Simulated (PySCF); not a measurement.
Mg(SeH)(GeH3) (GeH₄MgSe), SMILES [GeH3][Mg][SeH].

The structure is a stationary point at PBE-D3(BJ)/def2-SVP. The structure was generated by enumeration; whether it is a known compound was not checked. Other conformers were not sampled.

Two levels are set side by side: TDA-PBE/def2-SVPD (PySCF) and TDA-PBE0/def2-SVPD (PySCF). Vertical, same geometry. The lowest singlet is HOMO→LUMO 98 % with PBE and HOMO→LUMO 98 % with the other functional; states are paired by order. Differences are taken from unrounded values.

```csv
quantity,TDA-PBE
lowest singlet excitation (eV),3.84
lowest triplet excitation (TDA) (eV),3.59
first bright state (f over 0.05) (eV),5.01
its oscillator strength,0.72
```

**Question.** These are the TDA-PBE values. What does TDA-PBE0 give? (An estimate is asked for; the answer gives what the named calculation found.)

**Answer.** 
| quantity | TDA-PBE0 | TDA-PBE minus TDA-PBE0 |
|---|---|---|
| lowest singlet excitation (eV) | 4.33 | -0.49 |
| lowest triplet excitation (TDA) (eV) | 4.04 | -0.45 |
| first bright state (f over 0.05) (eV) | 5.40 | -0.39 |
| its oscillator strength | 0.89 | -0.17 |

Functionals without exact exchange tend to place singlet excitations lower, as here. Differences between two approximate levels are no errors against the true value.

Rough cost on one machine, each run with all the roots and properties that it gave: TDA-PBE0 against TDA-PBE about 2 times.
